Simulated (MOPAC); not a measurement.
Job for MOPAC: PM7 on CH5BSe (SMILES CB[SeH]), a point of a torsion scan.

```
PM7 1SCF PRECISE CHARGE=0 THREADS=1
CH5BSe

C     -0.92197843 1    -0.15876400 1     0.13445528 1
B      0.28759225 1     0.75968222 1    -0.19680761 1
Se     2.14752396 1     0.09996657 1     0.10943874 1
H     -1.85234071 1     0.13801491 1    -0.34385559 1
H     -0.73800070 1    -1.21086912 1    -0.07939468 1
H     -1.09433897 1    -0.10682723 1     1.21285759 1
H      0.17258046 1     1.86115118 1    -0.57179806 1
H      2.20655618 1     0.59541760 1     1.45376874 1
```

It printed:

```
*******************************************************************************
 **                                                                           **
 **                              MOPAC v23.2.5                                **
 **                                                                           **
 *******************************************************************************
 ** MOPAC's Digital Object Identifier: https://doi.org/10.5281/zenodo.6511958 **
 **                                                                           **
 ** Please cite the open-source release paper for use of this MOPAC version:  **
 ** J. E. Moussa and J. J. P. Stewart (2026)                                  **
 ** MOPAC: An open-source semiempirical molecular orbital program             **
 ** J. Open Source Softw., 11(119), 8025, https://doi.org/10.21105/joss.08025 **
 *******************************************************************************

                              PM7 CALCULATION RESULTS

 *******************************************************************************
 *  PM7        - The PM7 Hamiltonian to be used
 *
 *
 *
 *                 CHARGE ON SYSTEM = 0
 *
 *
 *
 *  PRECISE    - TIGHTER CRITERIA TO BE USED
 *  1SCF       - DO 1 SCF AND THEN STOP
 *  THREADS=1  - MULTI-THREADING NOT USED
 *  T=         - A TIME OF 172800.0 SECONDS REQUESTED
 *  DUMP=N     - RESTART FILE WRITTEN EVERY 7200.0 SECONDS REQUESTED
 *******************************************************************************
PM7 1SCF PRECISE CHARGE=0 THREADS=1
 CH5BSe

   ATOM   CHEMICAL          X               Y               Z
  NUMBER   SYMBOL      (ANGSTROMS)     (ANGSTROMS)     (ANGSTROMS)

     1       C         -0.92197843  *  -0.15876400  *   0.13445528  *
     2       B          0.28759225  *   0.75968222  *  -0.19680761  *
     3      Se          2.14752396  *   0.09996657  *   0.10943874  *
     4       H         -1.85234071  *   0.13801491  *  -0.34385559  *
     5       H         -0.73800070  *  -1.21086912  *  -0.07939468  *
     6       H         -1.09433897  *  -0.10682723  *   1.21285759  *
     7       H          0.17258046  *   1.86115118  *  -0.57179806  *
     8       H          2.20655618  *   0.59541760  *   1.45376874  *



          CARTESIAN COORDINATES

    NO.       ATOM           X           Y           Z

     1         C         -0.9220     -0.1588      0.1345
     2         B          0.2876      0.7597     -0.1968
     3        Se          2.1475      0.1000      0.1094
     4         H         -1.8523      0.1380     -0.3439
     5         H         -0.7380     -1.2109     -0.0794
     6         H         -1.0943     -0.1068      1.2129
     7         H          0.1726      1.8612     -0.5718
     8         H          2.2066      0.5954      1.4538

 General Reference for PM7:
 "Optimization of Parameters for Semiempirical Methods VI: More Modifications to the
 NDDO Approximations and Re-optimization of Parameters", J. J. P. Stewart, J. Mol. Mod., 1:32, 19 (2013)
 https://link.springer.com/article/10.1007/s00894-012-1667-x

           Empirical Formula: C H5 B Se  =     8 atoms



      MOLECULAR POINT GROUP   :   C1


      RHF CALCULATION, NO. OF DOUBLY OCCUPIED LEVELS = 9


 -------------------------------------------------------------------------------
 PM7 1SCF PRECISE CHARGE=0 THREADS=1
 CH5BSe



     1SCF WAS SPECIFIED, SO BFGS WAS NOT USED
     SCF FIELD WAS ACHIEVED


                              PM7 CALCULATION
                                                       MOPAC v23.2.5 Linux




          FINAL HEAT OF FORMATION =          8.15014 KCAL/MOL =      34.10021 KJ/MOL


          COSMO AREA              =        106.32 SQUARE ANGSTROMS
          COSMO VOLUME            =         91.89 CUBIC ANGSTROMS

          IONIZATION POTENTIAL    =          8.086772 EV
          HOMO LUMO ENERGIES (EV) =         -8.087 -1.084
          NO. OF FILLED LEVELS    =          9
          MOLECULAR WEIGHT        =        106.8205         POINT GROUP:  C1

          MOLECULAR DIMENSIONS (Angstroms)

            Atom       Atom       Distance
            H     8    H     4     4.46266
            H     7    H     5     3.10104
           Se     3    H     6     2.25307


          SCF CALCULATIONS        =          1





   ATOM   CHEMICAL          X               Y               Z
  NUMBER   SYMBOL      (ANGSTROMS)     (ANGSTROMS)     (ANGSTROMS)

     1       C         -0.92197843  *  -0.15876400  *   0.13445528  *
     2       B          0.28759225  *   0.75968222  *  -0.19680761  *
     3      Se          2.14752396  *   0.09996657  *   0.10943874  *
     4       H         -1.85234071  *   0.13801491  *  -0.34385559  *
     5       H         -0.73800070  *  -1.21086912  *  -0.07939468  *
     6       H         -1.09433897  *  -0.10682723  *   1.21285759  *
     7       H          0.17258046  *   1.86115118  *  -0.57179806  *
     8       H          2.20655618  *   0.59541760  *   1.45376874  *

                             CARTESIAN COORDINATES

   1    C       -0.921978430    -0.158764000     0.134455280
   2    B        0.287592250     0.759682220    -0.196807610
   3   Se        2.147523960     0.099966570     0.109438740
   4    H       -1.852340710     0.138014910    -0.343855590
   5    H       -0.738000700    -1.210869120    -0.079394680
   6    H       -1.094338970    -0.106827230     1.212857590
   7    H        0.172580460     1.861151180    -0.571798060
   8    H        2.206556180     0.595417600     1.453768740


           Empirical Formula: C H5 B Se  =     8 atoms



      MOLECULAR POINT GROUP   :   C1


                  EIGENVALUES
 -24.98282 -23.51238 -15.09384 -14.19836 -14.04312 -12.38025 -11.92854  -9.79974
  -8.08677  -1.08405  -0.26215   1.50162   2.84219   5.31901   5.39790   5.68988
   6.92254


              NET ATOMIC CHARGES AND DIPOLE CONTRIBUTIONS

  ATOM NO.   TYPE          CHARGE      No. of ELECS.   s-Pop       p-Pop
    1          C          -0.603911        4.6039     1.05273     3.55118
    2          B           0.066975        2.9330     0.76150     2.17153
    3         Se          -0.086287        6.0863     1.93959     4.14670
    4          H           0.163849        0.8362     0.83615
    5          H           0.171799        0.8282     0.82820
    6          H           0.175795        0.8242     0.82421
    7          H           0.058979        0.9410     0.94102
    8          H           0.052802        0.9472     0.94720
 DIPOLE           X         Y         Z       TOTAL
 POINT-CHG.    -0.505     0.361     0.396     0.737
 HYBRID        -0.770     0.110     0.831     1.138
 SUM           -1.275     0.471     1.227     1.831


          ATOMIC ORBITAL ELECTRON POPULATIONS

     Atom    s        px        py        pz
    1  C   1.05273   1.19226   1.18547   1.17346
    2  B   0.76150   0.96991   0.98051   0.22111
    3 Se   1.93959   1.21981   1.76777   1.15912
    4  H   0.83615
    5  H   0.82820
    6  H   0.82421
    7  H   0.94102
    8  H   0.94720

 **********************
 *                    *
 * JOB ENDED NORMALLY *
 *                    *
 **********************




 == MOPAC DONE ==
```

The run finished.

Cost: about 0.020 core-seconds (a rough figure).
